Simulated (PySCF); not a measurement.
# Unknown compound

The spectra below were simulated for a compound C3H13PSi2.

1H NMR (400 MHz, computed): δ 4.26 (m, 1H), 4.21 (m, 1H), 0.88 (m, 2H), 0.28 (m, 3H), 0.17 (d, 3H), 0.16 (d, 3H).

13C{1H} NMR (computed): δ -3.9 (CH3), -4.7 (CH3), -5.1 (CH3).

Calculated, not measured (PySCF 2.14.0 with density-fitted response routines): coordinates at the GFN2-xTB level, NMR shieldings at PBE0/pcSseg-1/GIAO. Averaged over atoms made equivalent by symmetry, fast rotation or ring inversion, gas phase, no relativistic terms, one computed conformer.

δ = σ(ref) − σ, references computed at the same level: 1H and 13C against TMS.

Problem. Propose a structure and justify it.

Solution. 
- 3 carbon signals for 3 carbons: no two carbons are equivalent.
- Carbon types of the structure: 3 × CH3, leaving 4 H on heteroatoms.
- δC -3.9, -4.7, -5.1: methyl carbon bonded to Si; an electropositive neighbour leaves it electron-rich and shielded.
- δH 4.26: hydrogen on a silicon bonded to 2 C, Si.
- δH 4.21: hydrogen on a silicon bonded to C, P, Si.
- δH 0.88: hydrogen on a phosphorus bonded to Si.
- δH 0.28, 0.17, 0.16: hydrogen on a methyl carbon bonded to Si; an electropositive neighbour shields it, as in TMS itself.

Structure: SMILES C[SiH](C)[Si@H](C)P.

This is the structure that produced the data.

Splittings by 31P in the carbon and heteronuclear signals aren't shown, as no couplings were computed. Shifts are as computed. Against solution values, carbons near 30 ppm lie about +3 ppm off and those near 130 ppm about +5 ppm. Of 1211 compounds with measured shifts, 218 miss one by over three times the rms of a fit or turn the order of signals round; such compounds aren't used in these exercises. No couplings were computed; multiplicities are counted from neighbouring protons, with m where these are inequivalent, close in shift, in a saturated or five-membered ring or joined by F or P, and br s for small geminal =CH2 splittings.
